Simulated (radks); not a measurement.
Trend from Zr to Cd: ionisation energy by Delta-SCF between NIST ground configurations, and size. All-electron calculation, Dirac Kohn-Sham, PBEsol, spin-unpolarised, spherical densities, point nucleus; open shells fill j = l - 1/2 first. Program: a radial shooting solver on a logarithmic mesh with Libxc functionals.

[
 {"species": "Zr", "configuration": "[Kr] 4d2 5s2", "IE (eV)": "7.156", "NIST (eV)": "6.634", "kind": "exp."},
 {"species": "Nb", "configuration": "[Kr] 4d4 5s1", "IE (eV)": "6.623", "NIST (eV)": "6.759", "kind": "exp."},
 {"species": "Mo", "configuration": "[Kr] 4d5 5s1", "IE (eV)": "6.882", "NIST (eV)": "7.092", "kind": "exp."},
 {"species": "Tc", "configuration": "[Kr] 4d5 5s2", "IE (eV)": "8.177", "NIST (eV)": "7.119", "kind": "exp."},
 {"species": "Ru", "configuration": "[Kr] 4d7 5s1", "IE (eV)": "7.288", "NIST (eV)": "7.361", "kind": "exp."},
 {"species": "Rh", "configuration": "[Kr] 4d8 5s1", "IE (eV)": "7.455", "NIST (eV)": "7.459", "kind": "exp."},
 {"species": "Pd", "configuration": "[Kr] 4d10", "IE (eV)": "8.933", "NIST (eV)": "8.337", "kind": "exp."},
 {"species": "Ag", "configuration": "[Kr] 4d10 5s1", "IE (eV)": "7.748", "NIST (eV)": "7.576", "kind": "exp."},
 {"species": "Cd", "configuration": "[Kr] 4d10 5s2", "IE (eV)": "9.311", "NIST (eV)": "8.994", "kind": "exp."}
]

Reference values: NIST Atomic Spectra Database (exp. = measured, semi-emp. = semi-empirical, theory = theoretical value adopted there). Spin polarisation and multiplet splitting are left out, so open shells lie too high by an amount that depends on their filling.

Beside tabulated values, note that spin-unpolarised runs miss the spin-polarisation part of the exchange energy of open shells.
